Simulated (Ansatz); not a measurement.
C2H6BNS can be A, `BN=CSC`, or B, `CC1NB1S`.

Calculated with Ansatz (gas phase, PBE0-D4/def2-TZVP geometries, no zero-point term in ΔE). CCSD(T)/CBS is the MP2 limit (def2-TZVPP, def2-QZVPP) plus CCSD(T) − MP2 in def2-TZVPP, frozen cores. Functionals use def2-TZVPP. B3LYP here is the variant with VWN-RPA as its local correlation; programs differ in this. One conformer a species, not always the lowest.

**Question.** Which is lower in electronic energy at CCSD(T)/CBS, and by how much? (Best estimate.)

**Answer.** Computed: B, by 6.8 kcal/mol.

**Question.** Give E(B) − E(A) in kcal/mol with HF/def2-TZVPP, CCSD(T)/def2-TZVPP, MP2/def2-TZVPP, PBE0-D4, CCSD/def2-TZVPP, PBE-D4, B3LYP. (Best estimate.)

**Answer.** Computed: HF/def2-TZVPP -4.6, CCSD(T)/def2-TZVPP -6.7, MP2/def2-TZVPP -8.3, PBE0-D4 -8.2, CCSD/def2-TZVPP -7.8, PBE-D4 -4.4, B3LYP -2.3. None reverses the order clearly.

Largest T1 diagnostic: 0.015.

From PBE to PBE0 (25 % exact exchange), in def2-TZVPP and without D4, E(B) − E(A) moves by −3.7 kcal/mol. In def2-TZVPP, CCSD(T) changes the Hartree–Fock value by −2.1 kcal/mol (the triples alone add +1.1 kcal/mol) and MP2 by −3.7 kcal/mol.
